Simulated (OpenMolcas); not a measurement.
**Ag4+: the spin-orbit constant, worked from levels**

| Item | Value |
| --- | --- |
| Program | OpenMolcas 26.06 |
| Basis | ANO-RCC-VDZ [6s5p3d] |
| Scalar Hamiltonian | DKH4, point nucleus |
| Active space | 7 electrons in 5 orbitals (4d) |
| State averaging | 2S+1 = 4 even, 10 roots; 2S+1 = 2 even, 40 roots |
| Spin-orbit coupling | state interaction with AMFI integrals over the reference wave functions, term energies averaged over their components |

Methods: CASSCF; MS-CASPT2, IPEA 0.25 Eh, imaginary shift 0.1 Eh (closed shells correlated: 4s 4p). Measured levels: the list in Gamrath, thesis, University of Mons (2023).

**The spin-orbit constant.** For the Hund term ⁴F of d7, E(J) = (A/2) J(J+1) + constant and ζ = -2S·A = -3A. From J = 3/2 to J = 9/2 the energy changes by 10.5 A.

```
   Source  E(9/2) - E(3/2)       A     ζ
   CASSCF          -7496.6  -714.0  2142
MS-CASPT2          -7305.7  -695.8  2087
 measured          -7097.3  -675.9  2028
```

All in cm-1. MS-CASPT2 is off by +2.9 % and CASSCF by +5.6 %. Both methods take the spin-orbit matrix elements from the reference wave functions, so the second can move ζ only through the term energies and any multistate remixing. Second-order mixing with other terms is absorbed into this ζ.

CASPT2 breaks the degeneracy within a term, and the mean is taken; among the terms shown or strongly mixed into the levels shown the widest spread is 150 cm-1 (4d⁷ ⁴F, MS-CASPT2). The basis is small and was not contracted for so high a charge. Without dynamic correlation excited terms often stand tens of per cent too high (terms of higher spin than the ground term too low), and those without a measured partner can miss by more than the paired ones (holds for CASSCF). Computed and measured levels are paired by configuration, term and J; levels that our copy of the source lacks, or whose pairing is in doubt (as where it misses far off the trend of its configuration), stay unpaired and out of the deviations. Levels of configurations outside the active space are missing.
